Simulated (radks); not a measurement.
The numbers below are computed, except where a source is named.
Q: Ionisation of Ho, [Xe] 4f11 6s2, to Ho+, [Xe] 4f11 6s1, under several functionals. Dirac Kohn-Sham, spin-unpolarised, spherical densities, point nucleus; open shells fill j = l - 1/2 first; a radial shooting solver on a logarithmic mesh with Libxc functionals. The NIST Atomic Spectra Database gives 6.022 eV (measured). Rank these functionals by the error of their Delta-SCF ionisation energy: OLYP; SOGGA; exchange-only PBE; HCTH/407; RPBE; exchange-only B88; BP86; exchange-only LDA.

A: From best to worst: OLYP 5.936 eV (-0.085); RPBE 6.205 eV (+0.184); SOGGA 6.214 eV (+0.192); HCTH/407 6.250 eV (+0.228); exchange-only PBE 5.756 eV (-0.265); exchange-only B88 5.732 eV (-0.290); exchange-only LDA 5.654 eV (-0.368); BP86 6.485 eV (+0.463). Spin polarisation and multiplet splitting are left out, so open shells lie too high by an amount that depends on their filling.

Beside tabulated values, note that spin-unpolarised runs miss the spin-polarisation part of the exchange energy of open shells.
